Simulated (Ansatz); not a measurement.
`Cc1cccc(C(=O)O)c1`. The species carries charge 0 and has multiplicity 1. The structure was optimised at the PBE0-D4/def2-TZVP level. It is one conformer, not always the lowest.

```xyz
18

C     0.990   -2.441    0.458
C     0.140   -1.228    0.229
C    -1.248   -1.327    0.175
C    -2.039   -0.213   -0.065
C    -1.455    1.026   -0.253
C    -0.070    1.142   -0.198
C     0.520    2.484   -0.397
O    -0.110    3.488   -0.607
O     1.864    2.489   -0.323
C     0.717    0.021    0.043
H     0.469   -3.183    1.065
H     1.924   -2.182    0.960
H     1.250   -2.919   -0.491
H    -1.717   -2.294    0.325
H    -3.118   -0.314   -0.101
H    -2.047    1.913   -0.439
H     2.135    3.406   -0.467
H     1.794    0.130    0.087
```

(1) What is the dipole moment at ωB97M-V/def2-TZVPP? (Estimate.)

(2) And with PBE, r2SCAN, B3LYP? (An estimate is asked.)

(3) Give the Mulliken charges with ωB97M-V, PBE, B3LYP in def2-TZVPP. (Estimate.)

## Answers

(1) The calculation gave: 2.45 D, with components (0.89, -2.24, 0.40) D in this frame, pointing from negative to positive charge.

(2) Ansatz gave: PBE 2.44 D, r2SCAN 2.53 D, B3LYP 2.52 D.

(3) Ansatz gave: 
```tsv
atom	ωB97M-V	PBE	B3LYP
C1	-0.29	-0.24	-0.24
C2	0.02	0.09	0.06
C3	-0.11	-0.13	-0.13
C4	-0.10	-0.09	-0.09
C5	-0.12	-0.14	-0.15
C6	-0.05	0.01	-0.04
C7	0.35	0.26	0.35
O8	-0.33	-0.27	-0.32
O9	-0.25	-0.22	-0.26
C10	-0.13	-0.18	-0.17
H11	0.10	0.08	0.09
H12	0.10	0.09	0.09
H13	0.12	0.10	0.10
H14	0.11	0.10	0.12
H15	0.12	0.12	0.13
H16	0.14	0.13	0.15
H17	0.19	0.19	0.20
H18	0.13	0.10	0.13
```

B3LYP here is the variant with VWN-RPA as its local correlation; programs differ in this.
